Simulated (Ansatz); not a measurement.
Job for Ansatz (an electronic-structure program): R-r2SCAN/def2-TZVPPD on C3H7Cl (a complex), monomers drawn apart or pushed together. Files ending in .json are basis or fitting sets from the Basis Set Exchange.

Ansatz 0.2 input:
```yaml
crystal:
  periodic: [false, false, false]
  atoms:
    - {symbol: Cl, position_ang: [0.24084967, 0.21108879, 0.53839579]}
    - {symbol: H, position_ang: [0.54917045, 0.09146556, 1.79286712]}
    - {symbol: C, position_ang: [1.10134236, -0.53501764, 4.29928747]}
    - {symbol: C, position_ang: [0.19246890, 0.42453716, 4.45315046]}
    - {symbol: C, position_ang: [-1.28711027, 0.21776138, 4.45508775]}
    - {symbol: H, position_ang: [0.81287195, -1.57284374, 4.17381494]}
    - {symbol: H, position_ang: [2.16185088, -0.31860169, 4.30889621]}
    - {symbol: H, position_ang: [0.53267565, 1.44895498, 4.58093473]}
    - {symbol: H, position_ang: [-1.75916217, 0.79159128, 3.65285656]}
    - {symbol: H, position_ang: [-1.54566032, -0.83321113, 4.32286142]}
    - {symbol: H, position_ang: [-1.72499737, 0.56767610, 5.39379355]}
basis:
  gaussian:
    orbitals: def2-TZVPPD.json
hamiltonian:
  xc: {name: r2SCAN}
scf: {lower_state_search: off}
```

Question: What total energy does the run end on?

Answer: -578.6635 hartree.
